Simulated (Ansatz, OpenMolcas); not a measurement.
## Worked example: vertical ionisation energy of GeH2 (SMILES [GeH2])

GeH2 has 3 atoms, charge 0, and is taken as a singlet. SMILES: `[GeH2]`. Geometry: relaxed at PBE0-D4/def2-TZVP.

```xyz
3

Ge   -0.5701    0.4051   -0.2637
H     0.7830    0.7436    0.5090
H    -0.2129   -1.1487   -0.2453
```

Both states at this one shape; open shells run unrestricted unless said. 1 Eh = 27.2114 eV.

| level | program | singlet GeH2 (Eh) | doublet [GeH2]+ (Eh) |
| --- | --- | --- | --- |
| PBE0/STO-3G | Ansatz | -2053.915864 | -2053.652749 |
| CCSD(T)/def2-TZVPPD, open shells restricted, 9 core orbitals frozen | OpenMolcas | -2076.742044 | -2076.393984 |

Problem. Work out the vertical ionisation energy at each level.

Solution. 
1. PBE0/STO-3G: -2053.652749 − (-2053.915864) = 0.263115 Eh = 7.16 eV.
2. CCSD(T)/def2-TZVPPD, open shells restricted: -2076.393984 − (-2076.742044) = 0.348060 Eh = 9.47 eV.

No measured value is set beside it here; the levels span 7.16 to 9.47 eV. Minimal sets are far from the basis-set limit. All-electron rows are non-relativistic unless named.
